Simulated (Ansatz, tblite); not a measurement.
Removing an electron: [BBrH3]- (BH3Br⁻). Charge -1, multiplicity 1. Geometry: PBE-D4/def2-TZVPD. Ansatz, gas phase; energy differences of separate SCF runs; the oxidised species was run as a doublet alone.

```xyz
5

B     0.049   -0.168   -0.161
Br   -0.399    1.359    1.297
H     0.122   -1.210    0.475
H     1.113    0.167   -0.662
H    -0.885   -0.147   -0.949
```

The xTB rows come from tblite. Correlated methods freeze 10 core orbitals; core or outer-core shells of Br are correlated, in sets that lack core-valence functions. In CCSD on the charge 0 doublet the largest single amplitude is 0.17, so its Hartree–Fock determinant may place the open shell otherwise than the density functionals do.

```tsv
level	−HOMO (eV)	vertical IE (eV)	−LUMO (eV)	HOMO–LUMO gap (eV)
HF/def2-TZVPPD	–	3.55	–	–
PBE0-D4/def2-TZVPD	2.02	4.24	-3.71	5.73
MP2/def2-TZVPPD	–	4.60	–	–
CCSD(T)/def2-TZVPPD	–	4.40	–	–
```

Q: Estimate the rows for GFN1-xTB, GFN2-xTB, r2SCAN-D4/def2-TZVPD, CCSD/def2-TZVPPD.

A: 
```tsv
level	−HOMO (eV)	vertical IE (eV)	−LUMO (eV)	HOMO–LUMO gap (eV)
GFN1-xTB	3.26	7.84	-2.48	5.74
GFN2-xTB	5.06	8.38	-2.45	7.52
r2SCAN-D4/def2-TZVPD	1.07	4.14	-3.92	4.99
CCSD/def2-TZVPPD	–	4.37	–	–
```

Run but left out: PBE-D4/def2-TZVPD (neutral doublet: an occupied level 0.04 eV above an empty one).  Raw xTB energy differences between charge states are shifted by several eV; the methods need an empirical correction for them.
